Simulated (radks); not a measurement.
Correlation energies from several functionals, in hartree. Species: Re [Xe] 4f14 5d5 6s2; Se+ [Ar] 3d10 4s2 4p3. Method: non-relativistic Kohn-Sham, r2SCAN, spin-polarised, spherical densities, point nucleus; meta-GGA in the generalised Kohn-Sham scheme; computed with a radial shooting solver on a logarithmic mesh with Libxc functionals. Every spin shell is full or empty, so the densities are truly spherical. Functionals are evaluated on that one density, not self-consistently.

| functional | Re | Se+ |
|---|---|---|
| PW92 | -7.6665 | -2.9858 |
| VWN5 | -7.6988 | -3.0002 |
| PZ | -7.6662 | -2.9799 |
| PBEsol | -5.0207 | -1.8173 |
| P86 | -5.0403 | -1.8053 |
| PW91 | -4.8074 | -1.7252 |
| OP (B88) | -3.8973 | -1.5221 |
| Tao-Mo | -4.3708 | -1.5157 |
